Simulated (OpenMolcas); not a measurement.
Co2+: moving or changing the point charges

Co2+ among 3 point charges of -2 e arranged as a planar triangle (D3h), 2 Å from the ion.

* Program: OpenMolcas 26.06
* Method: SS-CASPT2, IPEA 0.25 Eh, imaginary shift 0.1 Eh (closed shells correlated: 3s 3p)
* Basis: ANO-RCC-VTZP [6s5p3d2f1g]
* Scalar Hamiltonian: DKH2, point nucleus
* Active space: 7 electrons in 5 orbitals (3d)
* State averaging: 2S+1 = 4 even, 10 roots; 2S+1 = 2 even, 40 roots
* Spin-orbit coupling: RASSI with atomic mean-field integrals over the reference wave functions

Runs around this geometry, states (labels of D3, the rotations of D3h). Energies in cm-1 above the lowest state or level, χT in cm3 K/mol.

```
R (Å)  q (e)  Ground state  First state of that spin  First gap with spin-orbit (degeneracies)  χT at 300 K  First state of another spin
    2   -1.6            4E                   4A2 250                                 94 (2, 2)        4.715                     2E 16590
    2     -2            4E                   4A2 840                                  7 (2, 2)        4.119                    2A2 16950
 2.11     -2            4E                   4A2 510                                 54 (2, 2)        4.500                     2E 16790
```

Taking the first state of the same spin as R^-n, n = -ln(510 / 840) / ln(2.11 / 2) = 9.3 between the shortest and longest distance.

Roots that are degenerate in the reference are averaged as groups; the widest CASPT2 spread within a group is 100 cm-1 (the 2-fold group of multiplicity 4 near 3510 cm-1 above the lowest state of its run, R = 2.11, q = -2). Shifts and gaps below about the spread of the groups concerned are not significant. An orbital doublet at a regular site is open to a Jahn-Teller distortion, which this geometry leaves out. Free-ion shares, where given, are those of the reference states; single-state CASPT2 does not remix them. Spin-orbit coupling mixes the spin-free states strongly: the lowest level takes only 54 % from its leading state, 4E (figures for R = 2, q = -1.6; the like holds for R = 2.11, q = -2). The ground term spreads over less than 5000 cm-1, several times less than with real ligands, so orbital moments are less quenched and χT lies further from the spin-only value than at real sites (holds for R = 2, q = -1.6). This is an electrostatic model: the charges have no orbitals. No measured value stands beside these numbers.
